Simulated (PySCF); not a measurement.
The numbers are results of B3LYP-D3(BJ)/def2-TZVP // PBE0-D4/def2-TZVP in PySCF, not measurements. Isolated molecules, 0 K electronic values unless said otherwise. One relaxed conformer stands for a flexible species; it need not be the lowest. B3LYP has the VWN-RPA correlation part, as in Gaussian. Delta-SCF ions had no search for a lower state. 

Reference species (SMILES): `[OH][Al]([OH])[Br]` (H–O–Al–Br torsion 0°, Br–Al–O–H torsion -180°) (neutral, multiplicity 1).

```json
{
  "HOMO": "-8.35 eV",
  "HOMO–LUMO gap": "7.25 eV",
  "vertical ionisation energy (Delta-SCF)": "10.96 eV"
}
```

Changed species: `[OH][Al]([OH])[OH]` (3 of 3 Br replaced by OH; the reference has 2 of 3 Br replaced by OH).

Task: Give the shifts of the HOMO, HOMO–LUMO gap and vertical ionisation energy (Delta-SCF).

Result: the HOMO decreases by 0.39 eV, to -8.74 eV; the HOMO–LUMO gap increases by 0.71 eV, to 7.96 eV; the vertical ionisation energy (Delta-SCF) rises by 0.33 eV, to 11.29 eV.
